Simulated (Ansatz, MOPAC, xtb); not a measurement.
The molecule HfO+, multiplicity 2 (lowest of 2S+1 = 2, 4, 6, 8 at CCSD(T)/def2-TZVPP on PBE0 minima; our sources give no spin for the ground state, which may be another). No spin–orbit coupling.

Seven points along R, fitted to fifth degree in 1/R; most abundant isotopes. In def2 and cc sets the state is the lowest found near the PBE0 minimum, followed along R.

Run with Ansatz (Gaussian basis) for Hartree–Fock, density functionals and correlated methods; MOPAC for PM6 (differences of heats of formation); xtb for the GFN methods. Each number belongs to the level named beside it. In def2 rows elements past Kr take small-core potentials, without spin–orbit coupling. The GFN methods have no spin term and hold the electronic entropy of 300 K.

```json
[
 {"level": "PM6", "r_e (Å)": "1.684", "ω_e (cm⁻¹)": "958", "α_e (cm⁻¹)": "0.0010", "B_e (cm⁻¹)": "0.405"},
 {"level": "GFN1-xTB", "r_e (Å)": "1.774", "ω_e (cm⁻¹)": "884", "α_e (cm⁻¹)": "0.0026", "B_e (cm⁻¹)": "0.365"},
 {"level": "SVWN5/def2-TZVPP", "r_e (Å)": "1.696", "ω_e (cm⁻¹)": "1027", "α_e (cm⁻¹)": "0.0017", "B_e (cm⁻¹)": "0.399"},
 {"level": "PBE/def2-TZVPP", "r_e (Å)": "1.708", "ω_e (cm⁻¹)": "1001", "α_e (cm⁻¹)": "0.0017", "B_e (cm⁻¹)": "0.394"},
 {"level": "r2SCAN/def2-TZVPP", "r_e (Å)": "1.700", "ω_e (cm⁻¹)": "1027", "α_e (cm⁻¹)": "0.0016", "B_e (cm⁻¹)": "0.397"},
 {"level": "B97M-V/def2-TZVPP", "r_e (Å)": "1.698", "ω_e (cm⁻¹)": "1032", "α_e (cm⁻¹)": "0.0016", "B_e (cm⁻¹)": "0.398"},
 {"level": "B3LYP/def2-TZVPP", "r_e (Å)": "1.701", "ω_e (cm⁻¹)": "1028", "α_e (cm⁻¹)": "0.0016", "B_e (cm⁻¹)": "0.397"},
 {"level": "PBE0/def2-TZVPP", "r_e (Å)": "1.688", "ω_e (cm⁻¹)": "1055", "α_e (cm⁻¹)": "0.0016", "B_e (cm⁻¹)": "0.403"},
 {"level": "BHLYP/def2-TZVPP", "r_e (Å)": "1.683", "ω_e (cm⁻¹)": "1081", "α_e (cm⁻¹)": "0.0015", "B_e (cm⁻¹)": "0.405"},
 {"level": "CAM-B3LYP/def2-TZVPP", "r_e (Å)": "1.690", "ω_e (cm⁻¹)": "1058", "α_e (cm⁻¹)": "0.0015", "B_e (cm⁻¹)": "0.402"},
 {"level": "wB97X-V/def2-TZVPP", "r_e (Å)": "1.686", "ω_e (cm⁻¹)": "1070", "α_e (cm⁻¹)": "0.0015", "B_e (cm⁻¹)": "0.404"},
 {"level": "wB97M-V/def2-TZVPP", "r_e (Å)": "1.688", "ω_e (cm⁻¹)": "1063", "α_e (cm⁻¹)": "0.0015", "B_e (cm⁻¹)": "0.403"},
 {"level": "B2PLYP/def2-TZVPP", "r_e (Å)": "1.715", "ω_e (cm⁻¹)": "980", "α_e (cm⁻¹)": "0.0018", "B_e (cm⁻¹)": "0.390"}
]
```

Correlated levels freeze the inner cores; with def2 sets outer-core shells near the valence are correlated too. The state that PM6 reach isn't checked.

Ansatz is an electronic-structure program.
